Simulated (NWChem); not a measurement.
System: C₄H₆Si; SMILES C=CC#C[SiH3]

Computed with NWChem. Pople sets run with spherical d functions. The geometry was optimised at PBE0/def2-SVP. Total energies of different functionals are on different scales.

| level | energy (Ha) | highest occupied level (eV) | orbital gap (eV) | dipole (D) |
|---|---|---|---|---|
| B3LYP/6-31G* | -445.4434 | -6.65 | 5.52 | 1.13 |
| PBE/6-31G* | -445.0505 | -5.87 | 3.97 | 1.10 |
| PW91/6-31G* | -445.3255 | -5.90 | 3.97 | 1.10 |
| LC-BLYP (range parameter 0.33 per bohr)/6-31G* | -444.7357 | -9.05 | 10.17 | 1.08 |
| BHandHLYP/6-31G* | -445.3192 | -7.78 | 7.90 | 1.19 |
| LC-wPBE (HJS exchange hole, range parameter 0.4 per bohr)/6-31G* | -445.1672 | [?] | [?] | 1.16 |
| PW6B95/6-31G* | -445.8824 | -6.98 | 6.08 | 1.14 |
| OLYP/6-31G* | -445.3557 | -5.71 | 4.01 | 1.10 |

Problem. Complete the blanks.

Solution. 
- LC-wPBE (HJS exchange hole, range parameter 0.4 per bohr)/6-31G*, highest occupied level (eV): -9.55
- LC-wPBE (HJS exchange hole, range parameter 0.4 per bohr)/6-31G*, orbital gap (eV): 10.73
